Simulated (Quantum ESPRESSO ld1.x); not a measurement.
The numbers below are computed, except where a source is named.
All-electron atom: Ar11+ in [He] 2s2 2p3 (the NIST ground configuration).

Level of theory: scalar-relativistic Kohn-Sham, PBE, spin-unpolarised, spherical densities, point nucleus (ld1.x of Quantum ESPRESSO 7.5).

Energy parts (Ry):
total: -908.841
kinetic: 914.853
electron-nucleus: -1961.370
Hartree: 178.298
exchange-correlation: -40.622

Orbitals (lengths in bohr, moments of r in powers of bohr):
[
 {"orbital": "1s", "occ.": "2", "eigenvalue (Ry)": "-260.3327", "<r>": "0.08545"},
 {"orbital": "2s", "occ.": "2", "eigenvalue (Ry)": "-46.7134", "<r>": "0.3837"},
 {"orbital": "2p", "occ.": "3", "eigenvalue (Ry)": "-42.6744", "<r>": "0.3379"}
]

The highest occupied level is 2p at -580.61 eV. Summed over all electrons, <r^2> = 0.7828 bohr^2, which gives a Langevin (diamagnetic) susceptibility term of -0.62 x 10^-6 cm^3/mol. For comparison, the ionisation energy in NIST's Atomic Spectra Database is 619.0 eV (semi-empirical). In exact Kohn-Sham theory the highest level is minus the ionisation energy, but local and semilocal functionals leave it too shallow, through self-interaction and a potential that decays too fast; potentials with the right tail come closer.

Beside tabulated values, note that spin-unpolarised runs miss the spin-polarisation part of the exchange energy of open shells.
